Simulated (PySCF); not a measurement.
Se(Me)(OMe) (C₂H₆OSe), SMILES CO[Se]C. The structure is a stationary point at PBE-D3(BJ)/def2-SVP. Other conformers were not sampled.

These are PBE-D3(BJ)/def2-SVP run with PySCF values and carry that method's errors.

Harmonic wavenumbers (cm⁻¹): 86, 121, 154, 245, 309, 565, 579, 850, 871, 1033, 1127, 1139, 1228, 1367, 1390, 1396, 1400, 1429, 2912, 2977, 2987, 3035, 3088, 3103. Rotational constants (GHz): 8.136, 3.370, 2.674; symmetry number 1.

Question: Work out the zero-point energy and the ideal-gas rigid-rotor harmonic-oscillator thermochemistry at 298.15 K and 1 atm.

Answer: ZPE = ½ Σ hcν = ½ × 33388 cm⁻¹ = 199.71 kJ/mol. H − E(el) = 219.09 kJ/mol. Entropy in J/(mol K): translation 168.97, rotation 108.31, vibration 59.66, total 336.94. G − E(el) = 118.63 kJ/mol. Cp = 92.21 J/(mol K). Modes under 150 cm⁻¹ make the vibrational entropy uncertain.
